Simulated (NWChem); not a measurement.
## Basis-set convergence for HFPb

```xyz
3

Pb    -0.1519     0.1352     0.0000
H      1.1372     1.5262     0.0000
F      1.2573    -1.4014     0.0000
```
Charge 0, spin multiplicity 1.

Program: NWChem. Structure: optimised with PBE/def2-SVP with def2 effective core potentials on Pb, a minimum by its harmonic frequencies.

Quantity: first vertical ionisation energy at the level G0W0@PBE.

Effective core potentials replace the inner electrons of Pb; spin-orbit coupling is left out. GW and range-separated runs recompute their integrals, the others keep them in memory, which bears on the times. The structure started from a generated list of species.

The cost column gives rough processor time relative to def2-SVP; each entry includes its own SCF.

| basis | functions | first vertical ionisation energy (eV) | relative cost |
|---|---|---|---|
| def2-SVP | 45 | … | 1 |
| def2-SVPD | 63 | 8.82 | under 3 |
| def2-TZVP | 87 | … | 3 |
| def2-TZVPP | 95 | 9.05 | 4 |
| def2-TZVPD | 105 | 9.00 | 5 |
| def2-QZVP | 169 | … | 20 |

**Question.** Fill in the missing entries.

**Answer.** 
- def2-SVP, first vertical ionisation energy (eV): 8.59
- def2-TZVP, first vertical ionisation energy (eV): 8.97
- def2-QZVP, first vertical ionisation energy (eV): 9.21
